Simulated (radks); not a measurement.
Species: K II. Configuration: [Ar]. All-electron calculation, scalar-relativistic Kohn-Sham, r2SCAN, spin-polarised, spherical densities, finite nucleus; meta-GGA in the generalised Kohn-Sham scheme; Fermi nuclear charge, rms radius 3.4349 fm. Program: a radial shooting solver on a logarithmic mesh with Libxc functionals.

Unscreened Slater integrals over Kohn-Sham orbitals (hartree). They are taken over the spin-up orbitals.

F0(3p,3p): 0.63588
F2(3p,3p): 0.31863
F0(3p,3s): 0.67002
G1(3p,3s): 0.44391
F0(3p,2p): 0.86945
F2(3p,2p): 0.15097
G0(3p,2p): 0.058785
G2(3p,2p): 0.059600
F0(3s,3s): 0.70997
F0(3s,2p): 0.94582
G1(3s,2p): 0.070395
F0(2p,2p): 2.6162
F2(2p,2p): 1.2209
